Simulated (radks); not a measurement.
The mean radii <r> (bohr) of the occupied orbitals of an atom or ion are listed with their occupations. Calculated with a radial shooting solver on a logarithmic mesh with Libxc functionals: Dirac Kohn-Sham, exchange-only PBE, spin-unpolarised, spherical densities, finite nucleus; Fermi nuclear charge, rms radius of each element as measured or else 0.836 A^(1/3) + 0.57 fm.

| orbital | occ. | <r> |
|---|---|---|
| 1s1/2 | 2 | 0.01606 |
| 2s1/2 | 2 | 0.06692 |
| 2p1/2 | 2 | 0.05488 |
| 2p3/2 | 4 | 0.06379 |
| 3s1/2 | 2 | 0.1740 |
| 3p1/2 | 2 | 0.1644 |
| 3p3/2 | 4 | 0.1807 |
| 3d3/2 | 4 | 0.1570 |
| 3d5/2 | 6 | 0.1619 |
| 4s1/2 | 2 | 0.3842 |
| 4p1/2 | 2 | 0.3853 |
| 4p3/2 | 4 | 0.4199 |
| 4d3/2 | 4 | 0.4246 |
| 4d5/2 | 6 | 0.4357 |
| 5s1/2 | 2 | 0.8545 |
| 4f5/2 | 6 | 0.4509 |
| 4f7/2 | 8 | 0.4572 |
| 5p1/2 | 2 | 0.9130 |
| 5p3/2 | 4 | 1.005 |
| 5d3/2 | 4 | 1.278 |
| 5d5/2 | 6 | 1.327 |
| 6s1/2 | 2 | 2.278 |
| 6p1/2 | 1 | 2.856 |

Name the element and its charge. Open shells, if any, fill j = l - 1/2 first.

Answer. Z = 82, lead, charge +1: Pb+ in [Hg] 6p1. The 1s radius gives Z: for a bare nucleus <r> = (2 gamma + 1)/(2Z) with gamma = sqrt(1 - (Z/c)^2), 0.01587 bohr for Z = 82, and screening makes it slightly larger (0.01606 here). The occupations add up to 81, and the charge is Z minus that.
